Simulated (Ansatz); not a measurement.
CH$_{7}$AsN$_{2}$, SMILES `CN[AsH]N`, 11 atoms. The species carries charge 0 and has multiplicity 1. Correlated methods include outer-core shells of As, which these sets cover unevenly. Scalar relativity is left out up to krypton. All runs use 4 threads of an Arm Neoverse V1 on a shared host. Correlated methods freeze the cores.

(1) How many basis functions does each run have, and how long does it take in Ansatz? RKS PBE0-D4/def2-SVP energy; RHF-CCSD(T)/def2-SVP energy; RKS revPBE-D4/def2-TZVPP energy; RKS PBE0-D4/def2-QZVPP energy; RHF-MP2/def2-QZVPP energy; RHF-CCSD(T)/def2-TZVPP energy; RKS PBE-D4/def2-TZVPP energy and forces; RKS LC-ωPBE/def2-TZVPP energy; direct RPA on PBE orbitals/def2-TZVPP energy; RKS ωB97M-V/def2-SVP energy; RKS B97M-V/def2-TZVPP energy; RKS ωB97M-V/def2-QZVPP energy. (Best estimate.)

Answers

(1) The calculation gave: Other jobs shared the machine, so times are rough.

| level | job | functions | wall time | peak host memory (GiB) |
| --- | --- | --- | --- | --- |
| RKS PBE0-D4/def2-SVP | energy | 109 | 1.3 s | 0.23 |
| RKS revPBE-D4/def2-TZVPP | energy | 239 | 2 s | 0.29 |
| RKS PBE-D4/def2-TZVPP | energy and forces | 239 | 2.5 s | 0.29 |
| RKS LC-ωPBE/def2-TZVPP | energy | 239 | 2.6 s | 0.41 |
| direct RPA on PBE orbitals/def2-TZVPP | energy | 239 | 5.5 s | 0.6 |
| RKS ωB97M-V/def2-SVP | energy | 109 | 5.5 s | 0.34 |
| RHF-CCSD(T)/def2-SVP | energy | 109 | 8 s | 0.55 |
| RKS PBE0-D4/def2-QZVPP | energy | 470 | 9 s | 1.6 |
| RKS B97M-V/def2-TZVPP | energy | 239 | 10 s | 0.37 |
| RKS ωB97M-V/def2-QZVPP | energy | 470 | 20 s | 2 |
| RHF-MP2/def2-QZVPP | energy | 470 | 28 s | 2.8 |
| RHF-CCSD(T)/def2-TZVPP | energy | 239 | 3.2 min | 4.8 |

LC-ωPBE has ω = 0.4 bohr⁻¹.
